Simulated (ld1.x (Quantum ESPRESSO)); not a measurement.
Results of a calculation; reference values are marked as such.
## Potentials for I compared

Generated with ld1.x 7.5 (TM, RRKJ, ultrasoft, PAW), atompaw 4.2 or ONCVPSP 4.0.1. The cutoff is in Ry: for ld1.x and atompaw files where the sum of valence levels is converged to 10 mRy in a Bessel basis, for ONCV files where the hardest occupied wave has 1 mHa per electron of residual kinetic energy. The error is the largest all-electron minus pseudo excitation energy over each file’s own four to seven test configurations (ionisations up to +4, promotions, holes and added fractions of an electron), all of which were solved. The labels leave out finer settings (local radius, basis sizes, second energies), which also bear on the numbers. Spin-polarised tests are not counted. The rows are a selection from randomly drawn settings: files with unsolved tests, undetermined cutoffs or missed reference levels are left out.

A true bound ghost makes a file unfit for plane-wave use even where its test errors are small: the radial tests pick states by their node count and pass the ghost by.

```tsv
potential	cutoff (Ry)	largest error (meV)	bound ghosts
TM semilocal, PBE, scalar-relativistic, rc 1.65/2.05 (sp), local s, core correction yes, reference 5s2 5p5	35	-129	none
RRKJ, PBEsol, scalar-relativistic, rc 1.55/1.80/0.80 (spd), local p, core correction yes, reference 4d10 5s2 5p5	260	-395	none
TM, PBE, scalar-relativistic, rc 1.60/1.90 (sp), local s, core correction no, reference 5s1.75 5p5.25	35	-88	none
```

**Question.** Fill in the row for I: TM, PBE, scalar-relativistic, rc 1.60/1.90/1.40 (spd), local s, core correction no, reference 4d10 5s2 5p5.

**Answer.** cutoff 110 Ry, largest error -397 meV, bound ghosts: none.

**Question.** Fill in the row for I: TM, LDA (PZ), scalar-relativistic, rc 1.35/2.20/1.35 (spd), local smoothed, core correction yes, reference 4d10 5s2 5p5.

**Answer.** cutoff 110 Ry, largest error +89 meV, bound ghosts: s.
